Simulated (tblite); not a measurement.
A geometry optimisation, step by step.

Compound: C5H9FGaN.
Numbering: `[CH3:1][C@H:2]1[CH:3]=[CH:4][CH2:5][N:6]1[GaH:7][F:8]` (hydrogens: H9, H10, H11 on C1; H12 on C2; H13 on C3; H14 on C4; H15, H16 on C5; H17 on Ga7)

Computed with GFN2-xTB (tblite), gas phase: L-BFGS steps from a force-field or distance-geometry start until the largest atomic force falls under 0.01 eV/Å. 6 of its 130 geometries are shown.

Step 0: E = -656.8385 eV, largest atomic force 3.405 eV/Å
```
atom  x, y, z in Å  |  force x, y, z in eV/Å
C1     -1.881   -0.355    1.050   -2.310   0.734   1.156
C2     -0.960   -0.265   -0.106    0.269  -0.328   0.586
C3     -0.649    1.113   -0.562   -0.558   1.482  -0.812
C4      0.520    1.094   -1.193   -0.349   0.308  -0.166
C5      0.996   -0.336   -1.110    0.015   0.788  -0.030
N6      0.380   -0.744    0.147   -1.275  -1.639  -1.764
Ga7     1.646   -0.703    1.328    3.083   0.930   1.107
F8      2.520    0.903    1.789   -0.561  -0.640   0.100
H9     -2.934   -0.405    0.639    0.896  -0.057   0.526
H10    -1.862    0.615    1.624    0.224  -1.112  -0.111
H11    -1.761   -1.240    1.717    0.240   0.704  -0.527
H12    -1.368   -0.888   -0.922    0.028   0.126  -0.196
H13    -1.316    1.971   -0.402    0.393  -0.552  -0.153
H14     1.050    1.919   -1.654   -0.114  -0.329   0.079
H15     2.076   -0.408   -1.131    0.243  -0.314  -0.135
H16     0.474   -0.929   -1.878    0.593  -0.002  -0.235
H17     3.062   -1.328    0.654   -0.818  -0.101   0.575
```

Step 26: E = -658.1110 eV, largest atomic force 0.189 eV/Å
```
atom  x, y, z in Å  |  force x, y, z in eV/Å
C1     -1.570   -0.356    1.200    0.074   0.065  -0.052
C2     -0.963   -0.242   -0.192   -0.027   0.159  -0.022
C3     -0.706    1.154   -0.737   -0.008  -0.089   0.039
C4      0.414    1.133   -1.444   -0.024  -0.013  -0.003
C5      0.997   -0.255   -1.406    0.060   0.039   0.000
N6      0.363   -0.864   -0.226   -0.037   0.079  -0.088
Ga7     1.458   -0.607    1.330    0.146   0.046  -0.030
F8      1.876    0.804    2.323   -0.172  -0.021  -0.046
H9     -2.646   -0.200    1.196   -0.032  -0.032  -0.034
H10    -1.118    0.385    1.871    0.080  -0.055  -0.006
H11    -1.342   -1.367    1.557   -0.136   0.084   0.100
H12    -1.616   -0.771   -0.914    0.080  -0.006   0.069
H13    -1.366    1.994   -0.585    0.001  -0.168   0.005
H14     0.868    1.937   -1.996   -0.018  -0.018   0.007
H15     2.087   -0.277   -1.335    0.081   0.004  -0.015
H16     0.707   -0.818   -2.310   -0.071   0.043   0.081
H17     2.550   -1.639    1.656    0.004  -0.117  -0.003
```

Step 52: E = -658.1709 eV, largest atomic force 0.064 eV/Å
```
atom  x, y, z in Å  |  force x, y, z in eV/Å
C1     -1.497   -0.307    1.216   -0.001  -0.006  -0.002
C2     -0.909   -0.267   -0.185    0.009  -0.010   0.002
C3     -0.729    1.119   -0.762   -0.014  -0.025  -0.016
C4      0.378    1.148   -1.488    0.011   0.011   0.015
C5      1.022   -0.213   -1.453   -0.021   0.008  -0.006
N6      0.441   -0.842   -0.253   -0.011   0.012  -0.003
Ga7     1.497   -0.661    1.316    0.021   0.004   0.033
F8      1.597    0.708    2.428   -0.004  -0.014   0.015
H9     -2.546   -0.021    1.203   -0.023  -0.006   0.008
H10    -0.953    0.382    1.869    0.027   0.028   0.019
H11    -1.410   -1.321    1.615   -0.010  -0.016  -0.003
H12    -1.559   -0.853   -0.861    0.022   0.032   0.004
H13    -1.438    1.908   -0.585    0.021  -0.013  -0.059
H14     0.783    1.969   -2.052   -0.005  -0.006  -0.011
H15     2.116   -0.200   -1.433   -0.035   0.015   0.034
H16     0.705   -0.789   -2.338   -0.006   0.003  -0.008
H17     2.494   -1.749    1.752    0.018  -0.016  -0.025
```

Step 77: E = -658.2397 eV, largest atomic force 0.134 eV/Å
```
atom  x, y, z in Å  |  force x, y, z in eV/Å
C1     -1.501   -0.085    1.245    0.015  -0.014   0.034
C2     -0.920   -0.240   -0.151   -0.054  -0.002   0.021
C3     -0.879    1.027   -0.969   -0.042  -0.034  -0.047
C4      0.259    1.091   -1.639    0.010   0.005   0.022
C5      1.086   -0.129   -1.339    0.019   0.010   0.037
N6      0.473   -0.681   -0.123   -0.091  -0.002  -0.009
Ga7     1.582   -0.729    1.382    0.029  -0.101   0.005
F8      1.444   -0.310    3.090   -0.073  -0.039  -0.085
H9     -2.494    0.361    1.205    0.063  -0.051   0.032
H10    -0.837    0.543    1.844   -0.042   0.098   0.025
H11    -1.563   -1.068    1.717   -0.007   0.008   0.051
H12    -1.522   -0.994   -0.692    0.011   0.023  -0.059
H13    -1.710    1.709   -0.989    0.075   0.032  -0.011
H14     0.593    1.858   -2.316   -0.035  -0.038  -0.005
H15     2.151    0.085   -1.196    0.031  -0.058  -0.046
H16     0.987   -0.862   -2.155    0.009   0.073  -0.025
H17     2.843   -1.563    1.075    0.081   0.089   0.060
```

Step 103: E = -658.3732 eV, largest atomic force 0.041 eV/Å
```
atom  x, y, z in Å  |  force x, y, z in eV/Å
C1     -1.431    0.042    1.288   -0.011  -0.024   0.032
C2     -0.942   -0.219   -0.129   -0.005  -0.004   0.040
C3     -0.883    1.006   -1.002    0.020   0.030   0.012
C4      0.256    1.040   -1.672   -0.011  -0.009  -0.019
C5      1.076   -0.173   -1.344    0.015   0.005  -0.004
N6      0.433   -0.726   -0.152    0.012   0.007   0.008
Ga7     1.542   -0.823    1.347    0.000  -0.014   0.010
F8      1.040   -1.344    2.940    0.020  -0.003  -0.008
H9     -2.477    0.343    1.297    0.009   0.009  -0.022
H10    -0.826    0.833    1.746    0.013  -0.004  -0.010
H11    -1.316   -0.867    1.882   -0.019  -0.001  -0.008
H12    -1.607   -0.964   -0.599   -0.008  -0.017  -0.008
H13    -1.690    1.714   -1.034   -0.016   0.030  -0.014
H14     0.588    1.782   -2.376   -0.015  -0.011  -0.011
H15     2.139    0.052   -1.175   -0.003  -0.032   0.023
H16     1.019   -0.901   -2.168    0.011   0.015  -0.025
H17     3.073   -0.785    1.141   -0.012   0.021   0.002
```

Step 129: E = -658.3771 eV, largest atomic force 0.006 eV/Å
```
atom  x, y, z in Å  |  force x, y, z in eV/Å
C1     -1.432    0.044    1.295    0.000  -0.004  -0.001
C2     -0.945   -0.216   -0.123    0.000  -0.002   0.001
C3     -0.879    1.008   -0.999    0.002   0.000   0.003
C4      0.254    1.028   -1.679    0.000  -0.003  -0.001
C5      1.073   -0.183   -1.344    0.003  -0.002   0.002
N6      0.426   -0.736   -0.153    0.002   0.002   0.001
Ga7     1.541   -0.818    1.344   -0.003   0.001   0.004
F8      1.062   -1.439    2.905   -0.002   0.001   0.003
H9     -2.461    0.397    1.296    0.002   0.001  -0.001
H10    -0.792    0.799    1.768    0.000  -0.002   0.000
H11    -1.368   -0.878    1.876    0.000   0.003  -0.002
H12    -1.617   -0.955   -0.593   -0.003   0.002  -0.004
H13    -1.681    1.722   -1.037    0.000   0.000   0.001
H14     0.582    1.758   -2.397   -0.003   0.003   0.001
H15     2.135    0.042   -1.163    0.001  -0.002   0.000
H16     1.028   -0.910   -2.170   -0.002   0.000  -0.003
H17     3.067   -0.650    1.163    0.003   0.002  -0.005
```

Task: Summarise the path.

Result: The energy falls by 148.46 kJ/mol from step 0 to step 129; nine tenths of that is first reached at step 75. It rises by more than 0.2 meV at step 74. The largest force goes from 3.405 to 0.006 eV/Å. Among the bonds Ga7–H17 changes most, from 1.689 to 1.546 Å; the atoms move by 0.957 Å rms after alignment.

Task: Follow the three bonds and two angles with the largest change from start to end.

Result: 
```tsv
step	E above end (kJ/mol)	largest force (eV/Å)	Ga7–H17 (Å)	Ga7–F8 (Å)	N6–Ga7 (Å)	F8–Ga7–H17 (°)	C2–N6–Ga7 (°)
0	148.46	3.405	1.689	1.885	1.732	91.4	142.1
6	73.48	0.551	1.533	1.755	1.921	104.8	133.1
11	61.03	0.266	1.576	1.768	1.934	109.1	129.9
17	47.75	0.559	1.542	1.790	1.889	107.0	124.4
22	30.22	0.442	1.538	1.757	1.945	104.5	117.8
28	24.45	0.203	1.542	1.778	1.919	104.9	115.3
34	21.58	0.135	1.537	1.765	1.900	109.9	116.9
39	20.63	0.072	1.543	1.765	1.904	111.8	115.9
45	20.25	0.057	1.539	1.766	1.901	111.1	115.3
50	19.98	0.054	1.538	1.765	1.901	109.8	115.6
56	19.65	0.055	1.540	1.767	1.905	109.3	116.7
62	18.65	0.141	1.553	1.770	1.900	109.4	119.6
67	17.43	0.165	1.538	1.766	1.900	110.1	121.7
73	15.12	0.168	1.540	1.757	1.876	111.9	125.2
79	12.05	0.264	1.534	1.748	1.867	112.6	125.4
84	8.14	0.231	1.538	1.752	1.856	116.0	126.3
90	3.68	0.136	1.548	1.753	1.861	117.2	125.0
95	2.23	0.123	1.547	1.758	1.874	113.8	123.9
101	0.63	0.086	1.546	1.746	1.862	114.8	124.5
107	0.27	0.035	1.548	1.748	1.868	114.4	124.2
112	0.19	0.022	1.544	1.749	1.868	114.5	124.1
118	0.11	0.032	1.545	1.748	1.870	114.3	124.0
123	0.03	0.019	1.546	1.747	1.869	114.5	124.0
129	0.00	0.006	1.546	1.747	1.869	114.4	123.9
```

The cost below is that of the whole relaxation. The run took 1.5 s wall on Arm Neoverse N1, one thread, no GPU (shared host).
